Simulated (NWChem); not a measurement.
System: BH$_{2}$SF; SMILES SBF

Parts of the log:

```
             Northwest Computational Chemistry Package (NWChem) 7.3.0
             --------------------------------------------------------

 CS  symmetry detected

                             Geometry "geometry" -> ""
                             -------------------------

 Output coordinates in angstroms (scale by  1.889725989 to convert to a.u.)

  No.       Tag          Charge          X              Y              Z
 ---- ---------------- ---------- -------------- -------------- --------------
    1 B                    5.0000    -0.52886314    -0.59382853     0.00000000
    2 F                    9.0000     0.28780360    -1.62350940     0.00000000
    3 H                    1.0000    -1.68122734    -0.79628725     0.00000000
    4 S                   16.0000     0.16930813     1.04129434     0.00000000
    5 H                    1.0000    -0.97361950     1.71630510     0.00000000

 Effective nuclear repulsion energy (a.u.)      87.2755674379

      Symmetry information
      --------------------

 Group name             Cs
 Group number              2
 Group order               2
 No. of unique centers     5

                                Z-matrix (autoz)
                                --------

 Units are Angstrom for bonds and degrees for angles

      Type          Name      I     J     K     L     M      Value
      ----------- --------  ----- ----- ----- ----- ----- ----------
    1 Stretch                  1     2                       1.31422
    2 Stretch                  1     3                       1.17001
    3 Stretch                  1     4                       1.77794
    4 Stretch                  4     5                       1.32737
    5 Bend                     1     4     5                97.44431
    6 Bend                     2     1     3               118.45426
    7 Bend                     2     1     4               118.45944
    8 Bend                     3     1     4               123.08630
    9 Torsion                  2     1     4     5         180.00000
   10 Torsion                  3     1     4     5           0.00000

  pbe96 is a nonlocal functional; adding pw91lda local functional.

                           NWChem Geometry Optimization
                           ----------------------------

[...]

      ----------------------
      Optimization converged
      ----------------------

  Step       Energy      Delta E   Gmax     Grms     Xrms     Xmax
  ---- ---------------- -------- -------- -------- -------- --------
@    4    -523.63354078 -3.2D-07  0.00006  0.00003  0.00057  0.00162
                                     ok       ok       ok       ok

                                Z-matrix (autoz)
                                --------

 Units are Angstrom for bonds and degrees for angles

      Type          Name      I     J     K     L     M      Value     Gradient
      ----------- --------  ----- ----- ----- ----- ----- ---------- ----------
    1 Stretch                  1     2                       1.33336    0.00005
    2 Stretch                  1     3                       1.21521    0.00001
    3 Stretch                  1     4                       1.80659    0.00001
    4 Stretch                  4     5                       1.36086   -0.00003
    5 Bend                     1     4     5                94.47033    0.00001
    6 Bend                     2     1     3               119.27168   -0.00006
    7 Bend                     2     1     4               117.92128    0.00001
    8 Bend                     3     1     4               122.80704    0.00005
    9 Torsion                  2     1     4     5         180.00000    0.00000
   10 Torsion                  3     1     4     5           0.00000    0.00000

                         Geometry "geometry" -> "geometry"
                         ---------------------------------

 Output coordinates in angstroms (scale by  1.889725989 to convert to a.u.)

[...]

 Rotational Constants
 --------------------
 A=   1.709791 cm-1  (  2.459953 K)
 B=   0.178773 cm-1  (  0.257209 K)
 C=   0.161850 cm-1  (  0.232861 K)

 Temperature                      =   298.15K
 frequency scaling parameter      =   1.0000

 Zero-Point correction to Energy  =   15.319 kcal/mol  (  0.024413 au)
 Thermal correction to Energy     =   17.686 kcal/mol  (  0.028185 au)
 Thermal correction to Enthalpy   =   18.278 kcal/mol  (  0.029128 au)

 Total Entropy                    =   64.191 cal/mol-K
   - Translational                =   38.370 cal/mol-K (mol. weight =  63.9954)
   - Rotational                   =   22.994 cal/mol-K (symmetry #  =        1)
   - Vibrational                  =    2.827 cal/mol-K

 Cv (constant volume heat capacity) =   11.422 cal/mol-K
   - Translational                  =    2.979 cal/mol-K
   - Rotational                     =    2.979 cal/mol-K
   - Vibrational                    =    5.464 cal/mol-K

[normal modes left out]

 ----------------------------------------------------------------------------
 Normal Eigenvalue ||           Projected Infra Red Intensities
  Mode   [cm**-1]  || [atomic units] [(debye/angs)**2] [(KM/mol)] [arbitrary]
 ------ ---------- || -------------- ----------------- ---------- -----------
    1       -0.000 ||    0.004151           0.096         4.046       1.103
    2       -0.000 ||    0.000401           0.009         0.391       0.107
    3       -0.000 ||    0.001915           0.044         1.866       0.509
    4        0.000 ||    0.000021           0.000         0.021       0.006
    5        0.000 ||    0.000009           0.000         0.009       0.002
    6        0.000 ||    0.000541           0.012         0.528       0.144
    7      344.359 ||    0.002011           0.046         1.960       0.534
    8      421.871 ||    0.007196           0.166         7.015       1.912
    9      720.029 ||    0.011564           0.267        11.274       3.072
   10      812.841 ||    0.018265           0.421        17.806       4.852
   11      849.276 ||    0.049156           1.134        47.920      13.058
   12     1070.032 ||    0.032553           0.751        31.734       8.647
   13     1288.918 ||    0.322191           7.433       314.087      85.585
   14     2578.236 ||    0.114035           2.631       111.167      30.292
   15     2635.509 ||    0.000677           0.016         0.660       0.180
 ----------------------------------------------------------------------------
```

Level: PBE-D3(BJ)/def2-SVP. 

Problem. Reconstruct the input file.

Solution. One answer among several that fit: the input that was run:
```
start job
memory heap 200 mb stack 900 mb global 1100 mb
geometry units angstroms
  B     -0.503438    -0.484284     0.366962
  F      0.421231    -1.180179     0.989782
  H     -1.625223    -0.770151     0.536701
  S      0.008985     0.847885    -0.693141
  H     -1.200491     1.236122    -1.078323
end
basis spherical
  * library def2-svp
end
dft
  xc xpbe96 cpbe96
  disp vdw 4
  iterations 150
end
driver
  maxiter 120
end
task dft optimize
task dft freq
```
